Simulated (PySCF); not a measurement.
# Correlation energy of Sc (scandium, neutral)

[Ar] 3d1 4s2, 2D determinant. All numbers are calculated (PySCF 2.14, the spin-free X2C one-electron Hamiltonian (Gaussian nucleus), in x2c-TZVPPall (6s5p4d2f1g, 64 functions)). Frozen: [Ne]; 11 electrons correlated.

```tsv
level	correlation energy (mhartree)
CCSD	-258.66
(T)	-7.78
CCSD(T)	-266.44
```

Diagnostics: T1 = 0.023, D1 = 0.0724, largest double amplitude 0.123.

Task: Is a single reference adequate?

Result: Mostly. T1 lies below 0.03, but a double amplitude of this size points to a near-degeneracy that CCSD handles and MP2 describes poorly.

This basis was not built for core-valence correlation, so the inner-shell part is incomplete.
